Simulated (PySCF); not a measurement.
Compound: meta-cyanophenol, C₇H₅NO.
Cartesian coordinates in Å at the PBE0-D3(BJ)/def2-SVP level; atoms count from 1:
```xyz
14
C7H5NO angstrom
N      3.5808   -1.8352   -0.3973
C      2.5905   -1.2468   -0.2669
C      1.3647   -0.5224   -0.1078
C      1.3906    0.8490    0.1739
C      0.1831    1.5283    0.3208
C     -1.0306    0.8640    0.1913
C     -1.0549   -0.5082   -0.0900
O     -2.2565   -1.1019   -0.2051
C      0.1458   -1.2028   -0.2399
H      2.3453    1.3662    0.2736
H      0.1883    2.5982    0.5399
H     -1.9812    1.3883    0.3038
H     -2.1408   -2.0386   -0.3979
H      0.1450   -2.2734   -0.4596
```

All values: PBE0/def2-SVPD (PySCF, non-relativistic), on one gas-phase PBE0-D3(BJ)/def2-SVP geometry that isn't relaxed in the solvent. The solvent is an IEF-PCM continuum (van der Waals radii × 1.2), and excitations are vertical TDDFT with non-equilibrium linear response and a frozen core. The model holds no explicit solvent molecules, cavitation or dispersion.

| run | E − E(gas) (kcal/mol) | HOMO (eV) | HOMO–LUMO gap (eV) | dipole (D) | lowest singlet (eV) | static polarisability (au) |
| --- | --- | --- | --- | --- | --- | --- |
| gas | 0.00 | -7.28 | 5.60 | 3.72 | 4.73 | 90.3 |
| P | -9.57 | -7.04 | 5.45 | 4.82 | 4.59 | 125.1 |
| Q | -9.87 | -7.04 | 5.45 | 4.85 | 4.59 | 126.4 |

**Question.** The runs were made in acetone and methanol. Which run belongs to which solvent?

**Answer.** P = acetone, Q = methanol. The dielectric constants are 20.49 (acetone), 32.61 (methanol), and the energy falls further as ε rises. The optical constants n² used for the excitations are 1.85, 1.77 in the same order. In this model the ground state sees the solvent through ε alone.

**Question.** How constant is the ratio of the lowering to (ε − 1)/(2ε + 1)?

**Answer.** 
```json
{"solvent": "acetone", "(ε − 1)/(2ε + 1)": "0.464", "E − E(gas) (kcal/mol)": "-9.57", "ratio (kcal/mol)": "-20.6", "polarisation term (kcal/mol)": "-11.33"}
{"solvent": "methanol", "(ε − 1)/(2ε + 1)": "0.477", "E − E(gas) (kcal/mol)": "-9.87", "ratio (kcal/mol)": "-20.7", "polarisation term (kcal/mol)": "-11.74"}
```

The ratio changes by +0.3 % in size from acetone to methanol. The polarisation term is half the interaction of the solute with the induced surface charges.

Hardware: an x86-64 server with one thread (shared host). Cost: 24 s of wall time. This is the whole response run at PBE0/def2-SVPD in methanol, SCF included.
